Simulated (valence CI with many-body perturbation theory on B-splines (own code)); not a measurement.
## Ba⁶⁺: calculated level list

Computed by configuration interaction combined with many-body perturbation theory (CI+MBPT): four valence electrons over a frozen Dirac-Fock core [Kr] 4d10, a basis of 7 s, 7 p, 7 d, 7 f, 4 g, 2 h functions for each j, with the one-electron correlation potential Σ1 (screened to all orders), the two-electron term Σ2, the three-electron term Σ3, Breit, model QED; selected single and double excitations, second order for the rest, scaled by the run's own slope (own B-spline code, finite nucleus).

Set against measurement, 27 paired levels are off by 364 cm⁻¹ on average, the worst by 790. These come from a selection out of Sansonetti and Curry, J. Phys. Chem. Ref. Data 39, 043103 (2010). Levels without a partner in it may be off by more, other configurations by several thousand cm⁻¹. Among the levels kept, up to 400 cm⁻¹ of a level comes from second order outside the variational space, and about a tenth of that is noise between levels of different J, which matters for small intervals. 1 measured level below the end of the list, from 223820 cm⁻¹ on, found no clear computed partner.

Levels 136 to 180 of 197, with energies above the lowest level, 5s²5p² ³P_0. "Leading %" is the weight of the configuration and term that name the level; weights of strongly mixed levels are sums over their largest components and can fall short. In the jj column 3d3/2^4 stands for four electrons in 3d with j = 3/2.

```
No.  Configuration  Term  J  E (cm⁻¹)  Leading %  Second component                   Leading jj
136        5s5p²5d    ⁵P  1    350870         84    5 % 5s5p²5d ³P  5s 5p1/2 5p3/2 5d3/2 (56 %)
137        5s²5p6p    ³P  1    351100         42   18 % 5s²5p6p ³S      5s^2 5p1/2 6p3/2 (88 %)
138        5s²5p6p    ³D  2    352030         58   14 % 5s²5p6p ¹D      5s^2 5p1/2 6p3/2 (79 %)
139            5p⁴    ¹S  0    352100         31    15 % 4f²5s² ¹S               5p3/2^4 (28 %)
140        5s5p²5d    ³F  4    354210         56   24 % 5s5p²5d ⁵D      5s 5p3/2^2 5d5/2 (65 %)
141         4f²5s²    ¹S  0    355360         52       15 % 5p⁴ ¹S          4f7/2^2 5s^2 (31 %)
142        4f5s5p²   ¹F°  3    356680         78   4 % 4f5s²5d ³F°      4f7/2 5s 5p3/2^2 (32 %)
143        5s5p²5d    ³P  1    358610         37       15 % 5p⁴ ³P  5s 5p1/2 5p3/2 5d5/2 (37 %)
144        5s5p²5d    ³G  3    361400         64   20 % 5s5p²5d ¹F  5s 5p1/2 5p3/2 5d3/2 (78 %)
145        5s5p²5d    ³F  2    362180         42   22 % 5s5p²5d ³D  5s 5p1/2 5p3/2 5d3/2 (23 %)
146        4f5s²5d   ¹G°  4    365290         68   9 % 4f5s²5d ³F°      4f7/2 5s^2 5d3/2 (41 %)
147        5s²5p6p    ³P  1    365590         44   30 % 5s²5p6p ¹P      5s^2 5p3/2 6p1/2 (74 %)
148        5s5p²5d    ³G  4    366130         78   10 % 5s5p²5d ³F  5s 5p1/2 5p3/2 5d5/2 (52 %)
149        4f5s²5d   ³F°  2    366290         76   7 % 4f5s²5d ¹D°      4f5/2 5s^2 5d3/2 (69 %)
150        5s5p²5d    ³D  3    366470         35   12 % 5s²5p6p ³D  5s 5p1/2 5p3/2 5d5/2 (47 %)
151        4f5s²5d   ³G°  3    366930         69  12 % 4f5s²5d ³F°      4f5/2 5s^2 5d3/2 (62 %)
152        4f5s²5d   ³H°  4    367440         57  24 % 4f5s²5d ³G°      4f5/2 5s^2 5d3/2 (50 %)
153        5s²5p6p    ³P  2    367860         43   27 % 5s²5p6p ³D      5s^2 5p3/2 6p1/2 (82 %)
154        4f5s²5d   ³F°  3    367870         69  14 % 4f5s²5d ³G°      4f5/2 5s^2 5d5/2 (47 %)
155        4f5s²5d   ³G°  4    368900         37  25 % 4f5s²5d ³H°      4f5/2 5s^2 5d5/2 (47 %)
156        4f5s²5d   ³H°  5    369030         66  20 % 4f5s²5d ³G°      4f7/2 5s^2 5d3/2 (59 %)
157        4f5s²5d   ³F°  4    369430         60  23 % 4f5s²5d ³G°      4f7/2 5s^2 5d5/2 (60 %)
158        5s5p²5d    ³P  0    369460         48       24 % 5p⁴ ³P      5s 5p3/2^2 5d5/2 (25 %)
159        5s5p²5d    ³D  1    369800         64   19 % 5s5p²5d ³P  5s 5p1/2 5p3/2 5d5/2 (49 %)
160        4f5s²5d   ³G°  5    370550         67  21 % 4f5s²5d ³H°      4f7/2 5s^2 5d5/2 (58 %)
161        5s5p²5d    ³F  3    371100         30   20 % 5s5p²5d ¹F  5s 5p1/2 5p3/2 5d5/2 (53 %)
162        5s5p²5d    ¹G  4    371300         57   24 % 5s5p²5d ³F  5s 5p1/2 5p3/2 5d5/2 (51 %)
163        4f5s²5d   ³H°  6    371470         87   7 % 4f5s5p² ³H°      4f7/2 5s^2 5d5/2 (87 %)
164        4f5s²5d   ¹D°  2    371560         72   9 % 4f5s5p² ¹D°      4f7/2 5s^2 5d5/2 (37 %)
165        5s5p²5d    ³G  5    372140         84    9 % 5s5p²5d ⁵F      5s 5p3/2^2 5d5/2 (59 %)
166        5s²5p6p    ³D  3    372740         75   10 % 5s5p²5d ¹F      5s^2 5p3/2 6p3/2 (75 %)
167        4f5s²5d   ³D°  1    373260         82   6 % 4f5s5p² ³D°      4f5/2 5s^2 5d3/2 (49 %)
168        4f5s²5d   ³D°  2    373970         80   6 % 4f5s5p² ³D°      4f7/2 5s^2 5d3/2 (44 %)
169        4f5s²5d   ³D°  3    374110         59  23 % 4f5s²5d ¹F°      4f5/2 5s^2 5d5/2 (35 %)
170        5s²5p6p    ³S  1    374370         69   15 % 5s²5p6p ¹P      5s^2 5p3/2 6p3/2 (69 %)
171        5s5p²5d    ³D  2    375110         43   22 % 5s5p²5d ³F      5s 5p3/2^2 5d3/2 (38 %)
172        5s5p²5d    ³D  1    376900         81    4 % 5s5p²5d ¹P  5s 5p1/2 5p3/2 5d3/2 (63 %)
173        4f5s²5d   ¹F°  3    376910         59  24 % 4f5s²5d ³D°      4f7/2 5s^2 5d5/2 (76 %)
174        5s²5p6p    ¹D  2    377240         54   35 % 5s²5p6p ³P      5s^2 5p3/2 6p3/2 (82 %)
175        5s5p²5d    ³D  1    378050         45   31 % 5s5p²5d ¹P  5s 5p1/2 5p3/2 5d3/2 (40 %)
176        4f5s²5d   ³P°  2    378810         79   7 % 4f5s5p² ³P°      4f7/2 5s^2 5d5/2 (43 %)
177        5s5p²5d    ³D  3    378880         47   34 % 5s5p²5d ³F      5s 5p3/2^2 5d3/2 (38 %)
178        4f5s²5d   ³P°  1    378970         82   7 % 4f5s5p² ³P°      4f5/2 5s^2 5d5/2 (59 %)
179        4f5s²5d   ³P°  0    379350         85   7 % 4f5s5p² ³P°      4f5/2 5s^2 5d5/2 (85 %)
180        5s5p²5d    ³P  0    379470         81     9 % 5s²5d² ³P  5s 5p1/2 5p3/2 5d5/2 (40 %)
```

Names give the largest LS component (configuration and term), which can be under half, so a name can repeat, a term be missing and a line seem to break the LS rules; names also repeat where a configuration has a term twice.

Where two levels of one J and parity lie close, their mixing, g and order are uncertain.
